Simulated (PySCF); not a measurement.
## Electron correlation in S (sulfur, neutral)

[Ne] 3s2 3p4, high-spin 3P determinant. Calculation: PySCF 2.14, in def2-TZVPPD; the non-relativistic Hamiltonian (point nucleus). Frozen: [Ne]; 6 electrons correlated.

| level | correlation energy (mhartree) |
| --- | --- |
| CCSD | -140.63 |
| (T) | -4.90 |
| CCSD(T) | -145.53 |

Diagnostics: T1 = 0.010, D1 = 0.0321, largest double amplitude 0.044.

Cost of the coupled-cluster step: roughly 1.7 core-seconds, for 6 correlated electrons.

Iterations:

```
CC2 = 0
CCSD nocc = (np.int64(4), np.int64(2)), nmo = (46, 46)
frozen orbitals [[0, 1, 2, 3, 4], [0, 1, 2, 3, 4]]
max_cycle = 100
direct = 0
conv_tol = 1e-08
conv_tol_normt = 1e-06
diis_space = 8
diis_start_cycle = 0
Init t2, MP2 energy = -0.117197625837048
Init E_corr(UCCSD) = -0.117197625837318
cycle = 1  E_corr(UCCSD) = -0.134748577790391  dE = -0.017550952  norm(t1,t2) = 0.0464851
cycle = 2  E_corr(UCCSD) = -0.138736960115107  dE = -0.00398838232  norm(t1,t2) = 0.0157865
cycle = 3  E_corr(UCCSD) = -0.14068914584472  dE = -0.00195218573  norm(t1,t2) = 0.00670457
cycle = 4  E_corr(UCCSD) = -0.140628629500466  dE = 6.05163443e-05  norm(t1,t2) = 0.00105177
cycle = 5  E_corr(UCCSD) = -0.140630047899255  dE = -1.41839879e-06  norm(t1,t2) = 0.000244272
cycle = 6  E_corr(UCCSD) = -0.140631267429552  dE = -1.2195303e-06  norm(t1,t2) = 8.89127e-05
cycle = 7  E_corr(UCCSD) = -0.140631269824916  dE = -2.39536399e-09  norm(t1,t2) = 3.26374e-05
cycle = 8  E_corr(UCCSD) = -0.140631362374833  dE = -9.25499176e-08  norm(t1,t2) = 9.24454e-06
cycle = 9  E_corr(UCCSD) = -0.140631264944592  dE = 9.74302408e-08  norm(t1,t2) = 2.01299e-06
cycle = 10  E_corr(UCCSD) = -0.140631272560406  dE = -7.61581381e-09  norm(t1,t2) = 5.3041e-07
UCCSD converged
E(UCCSD) = -397.6429838860613  E_corr = -0.1406312725604062
UCCSD(T) correction = -0.00490423388965782
```
